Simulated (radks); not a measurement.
The erbium ion Er2+ inside a hard spherical wall (all orbitals vanish at R), configuration held at [Xe] 4f12 and not refilled when levels cross. Method: scalar-relativistic Kohn-Sham, PBEsol, spin-polarised, spherical densities, finite nucleus; open shells are filled with parallel spins first (spin-orbit coupling, left out, can overturn this in heavy ions); Fermi nuclear charge, rms radius 5.2516 fm; computed with a radial shooting solver on a logarithmic mesh with Libxc functionals. Eigenvalues in eV for spin up, with the zero of energy where the potential of the charges vanishes at infinity; a dash marks a level that is unbound or too diffuse for the functional's potential to be trusted. A positive occupied level is held by the wall or, in an anion where self-interaction has pushed it up, behind a barrier. The pressure on the wall is -dE/dV.

R (bohr)  E (hartree)  kinetic (hartree)    e(4d)    e(5s)    e(5p)    e(4f)  e(6s, empty)  e(5d, empty)  pressure (GPa)
free      -13080.2051          14177.153  -180.28  -66.749  -41.093  -18.165       -14.734       -13.505               0
20        -13080.2051          14177.153  -180.28  -66.749  -41.093  -18.165       -14.734       -13.505        < 0.0001
12        -13080.2051          14177.153  -180.28  -66.749  -41.093  -18.165       -14.734       -13.505        < 0.0001
8         -13080.2051          14177.153  -180.28  -66.748  -41.092  -18.164       -14.705       -13.497        0.000534
7         -13080.2050          14177.153  -180.27  -66.744  -41.089  -18.159       -14.606       -13.469         0.00502
6         -13080.2047          14177.157  -180.24  -66.724  -41.071  -18.133       -14.218       -13.355          0.0527
5         -13080.2018          14177.184  -180.09  -66.617  -40.974  -17.993       -12.783       -12.906           0.695
3         -13079.7600          14180.220  -174.06  -62.135  -36.094  -12.264        15.160        -2.752             304
2.5       -13078.5082          14187.105  -164.93  -54.828  -27.339   -3.513        50.906        11.177            1730
2         -13073.3205          14210.569  -142.51  -33.148   -0.815   18.576        142.08        48.549           11700
